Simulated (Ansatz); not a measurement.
`N=C1[SiH2]C1F`. Total charge 0; spin multiplicity 1.

Z-matrix (Å, degrees):
```
Si
C 1 1.875
C 1 1.901 2 46.1
H 1 1.479 2 113.8 3 -111.2
H 1 1.482 2 127.3 3 93.8
N 2 1.258 1 149.7 3 142.0
F 3 1.358 1 131.6 2 -112.6
H 3 1.097 1 106.8 2 106.0
H 6 1.020 2 111.3 1 42.5
```

**Question.** List the harmonic frequencies (cm⁻¹, unscaled) at PBE0-D4/def2-TZVP in Ansatz. (Estimate.)

**Answer.** Ansatz gave: 193, 228, 273, 402, 488, 591, 651, 677, 713, 837, 884, 935, 1025, 1165, 1228, 1349, 1766, 2239, 2274, 3061, 3467.

**Question.** Is this a minimum?

**Answer.** Yes, all 21 modes are real.

**Question.** Give the ideal-gas thermochemistry at 298.15 K and 1 bar (rigid rotor, harmonic oscillator; point group C1, symmetry number 1).

**Answer.** Zero-point energy 146.2 kJ/mol; H(298) − E = 163.7 kJ/mol; entropy 314.5 J/(mol·K), of which translation 164.9, rotation 110.2, vibration 39.4; G(298) − E = 69.9 kJ/mol.

**Question.** And at 400, 500, 600, 800 and 1000 K?

**Answer.** 
```tsv
T (K)	H − E (kJ/mol)	S (J/mol/K)	G − E (kJ/mol)
400	174.2	344.7	36.3
500	186.2	371.5	0.5
600	199.6	395.9	-37.9
800	229.4	438.6	-121.5
1000	262.0	475.0	-213.0
```
